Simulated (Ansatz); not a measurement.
`F[CH2][AlH][F]` + H₂O → `[OH][AlH][CH2]F` + H–F at 600 K and 1 bar (formal hydrolysis of the Al–F bond).

Isolated molecules relaxed with PBE0-D4/def2-TZVP in Ansatz; ΔE leaves out vibrations. CCSD(T)/CBS is the MP2 limit (def2-TZVPP, def2-QZVPP) plus CCSD(T) − MP2 in def2-TZVPP, frozen cores. This one scheme is used for every species. Each species was taken in one conformer, which may not be the lowest.

```
          species  CCSD(T)/CBS energy (Eh)  H − E (kJ/mol)  S (J/(mol·K))
 `F[CH2][AlH][F]`               -481.50843           146.5          384.3
              H₂O                -76.37941            76.8          212.8
`[OH][AlH][CH2]F`               -457.47532           181.4          400.8
              H–F               -100.39570            42.3          194.0
```

H − E and S are ideal-gas, rigid-rotor, harmonic terms from PBE0-D4/def2-TZVP, for one conformer and one mirror image of each species. 1 Eh = 2625.50 kJ/mol, R = 8.31446 J/(mol·K).

Q: By hand: ΔE, ΔH, ΔS and ΔG.

A: ΔE = (-457.47532) + (-100.39570) − (-481.50843) − (-76.37941) = 0.01682 Eh = 44.2 kJ/mol. Δ(H − E) = 181.4 + 42.3 − 146.5 − 76.8 = 0.4, so ΔH = 44.6 kJ/mol. ΔS = 400.8 + 194.0 − 384.3 − 212.8 = -2.3 J/(mol·K). ΔG = 44.6 − 600 × (-2.3)/1000 = 46.0 kJ/mol.

Q: By hand: the equilibrium constant, and the temperature at which ΔG would vanish if ΔH and ΔS stayed fixed.

A: log₁₀ K = −ΔG/(RT ln 10) = -4.0. ΔH and −TΔS have one sign here, so there is no such temperature.

The number of gas molecules stays the same, so ΔS is small and ΔH decides. A doubt of 5 kJ/mol in ΔE shifts log₁₀ K by 0.4 here. Other conformers and mirror images would add mixing entropy, several J/(mol·K) or more a flexible species. Modes under 60 cm⁻¹, often nearly free rotors, make the harmonic entropy too high. These are equilibria of isolated gas molecules and say nothing of rates. Largest T1 diagnostic: 0.012 (customary marks: 0.02 for closed shells, 0.045 for open ones).

ΔS is within the doubt of such terms, so its sign, and with it that verdict, could turn.
